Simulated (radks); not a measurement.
The table gives one normalised radial function P(r) = r R(r) (large component) of Ag3+ in [Kr] 4d5 5s2 5p1 (r in bohr). All-electron calculation, Dirac Kohn-Sham, BLYP, spin-unpolarised, spherical densities, finite nucleus; open shells fill j = l - 1/2 first; Fermi nuclear charge, rms radius 4.5454 fm. Program: a radial shooting solver on a logarithmic mesh with Libxc functionals.

r,P
0.004391,0.0152
0.00581,0.0235
0.007749,0.0367
0.01025,0.0567
0.01357,0.0866
0.01809,0.1313
0.02394,0.1912
0.03168,0.2664
0.04225,0.3501
0.0559,0.4137
0.07397,0.4174
0.09865,0.3035
0.1305,0.0466
0.1741,-0.3191
0.2304,-0.6068
0.3048,-0.5971
0.4065,-0.1508
0.5379,0.5401
0.7117,1.0811
0.9492,1.1456
1.256,0.7915
1.662,0.3671
2.216,0.1050
2.932,0.0179
3.911,0.0014
5.175,0.0000
6.847,0.0000

Which n and l does it have? It may be an empty orbital.

Answer. n = 4, l = 1: the number of nodes gives n - l - 1 = 2, the rise at small r points to l (for j = l - 1/2 the large component starts outside the nucleus as r^gamma with gamma = sqrt(l^2 - (Z/c)^2) = 0.94 and the r^(l+1) term takes over further out; the orbital of l - 1 with the same j starts with the same power, but with a larger coefficient, and does not steepen), and the extent must fit the shell. The curve is that of 4p1/2; the two j differ most near the nucleus, where j = l - 1/2 has the larger amplitude, and in heavy atoms j = l - 1/2 is also the more compact. 4p1/2: eigenvalue -117.30 eV, 2 radial nodes at r = 0.136, 0.434 bohr, <r> = 0.944 bohr, 90 % of the charge inside 1.38 bohr.
